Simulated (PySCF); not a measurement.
# Electron correlation in S (sulfur, neutral)

[Ne] 3s1 3p5, high-spin 3P determinant (an excited configuration). Computed with PySCF 2.14 in aug-cc-pV(Q+d)Z (7s6p5d3f2g, 89 functions), with no relativity, point nucleus. Frozen: [Ne]; 6 electrons correlated.

```tsv
level	correlation energy (mhartree)
CCSD	-222.50
(T)	-26.28
CCSD(T)	-248.78
```

Diagnostics: T1 = 0.032, D1 = 0.0725, largest double amplitude 0.182.

T1 exceeds 0.03, a sign that the reference determinant is poor. A double-excitation amplitude exceeds 0.15, a sign of near-degeneracy.

Cost of the coupled-cluster step: about 16 core-seconds, for 6 correlated electrons.

Iterations:

```
CC2 = 0
CCSD nocc = (np.int64(4), np.int64(2)), nmo = (84, 84)
frozen orbitals [[0, 1, 2, 3, 4], [0, 1, 2, 3, 4]]
max_cycle = 100
direct = 0
conv_tol = 1e-08
conv_tol_normt = 1e-06
diis_space = 8
diis_start_cycle = 0
Init t2, MP2 energy = -0.16777718025925
Init E_corr(UCCSD) = -0.167777180263942
cycle = 1  E_corr(UCCSD) = -0.190655021513232  dE = -0.0228778412  norm(t1,t2) = 0.121377
cycle = 2  E_corr(UCCSD) = -0.202327322610152  dE = -0.0116723011  norm(t1,t2) = 0.0810211
cycle = 3  E_corr(UCCSD) = -0.222339577017554  dE = -0.0200122544  norm(t1,t2) = 0.0576249
cycle = 4  E_corr(UCCSD) = -0.219946585445704  dE = 0.00239299157  norm(t1,t2) = 0.0150033
cycle = 5  E_corr(UCCSD) = -0.222398664580185  dE = -0.00245207913  norm(t1,t2) = 0.00961688
cycle = 6  E_corr(UCCSD) = -0.22254461177818  dE = -0.000145947198  norm(t1,t2) = 0.00328662
cycle = 7  E_corr(UCCSD) = -0.22232104565853  dE = 0.00022356612  norm(t1,t2) = 0.00187156
cycle = 8  E_corr(UCCSD) = -0.222553481912432  dE = -0.000232436254  norm(t1,t2) = 0.00120653
cycle = 9  E_corr(UCCSD) = -0.222475119600017  dE = 7.83623124e-05  norm(t1,t2) = 0.000553649
cycle = 10  E_corr(UCCSD) = -0.222501269162079  dE = -2.61495621e-05  norm(t1,t2) = 0.000222851
cycle = 11  E_corr(UCCSD) = -0.222494281159414  dE = 6.98800266e-06  norm(t1,t2) = 0.000104776
cycle = 12  E_corr(UCCSD) = -0.222497045919248  dE = -2.76475983e-06  norm(t1,t2) = 4.63697e-05
cycle = 13  E_corr(UCCSD) = -0.222495871184898  dE = 1.17473435e-06  norm(t1,t2) = 2.25533e-05
cycle = 14  E_corr(UCCSD) = -0.222495759249998  dE = 1.11934899e-07  norm(t1,t2) = 9.64107e-06
cycle = 15  E_corr(UCCSD) = -0.222495936869068  dE = -1.7761907e-07  norm(t1,t2) = 5.47143e-06
cycle = 16  E_corr(UCCSD) = -0.222495905489788  dE = 3.137928e-08  norm(t1,t2) = 3.66548e-06
cycle = 17  E_corr(UCCSD) = -0.22249590310455  dE = 2.38523873e-09  norm(t1,t2) = 2.45252e-06
cycle = 18  E_corr(UCCSD) = -0.222495890390894  dE = 1.2713656e-08  norm(t1,t2) = 1.42457e-06
cycle = 19  E_corr(UCCSD) = -0.222495894831987  dE = -4.44109322e-09  norm(t1,t2) = 6.4319e-07
UCCSD converged
E(UCCSD) = -397.3138078812155  E_corr = -0.2224958948319868
UCCSD(T) correction = -0.0262754294953524
```
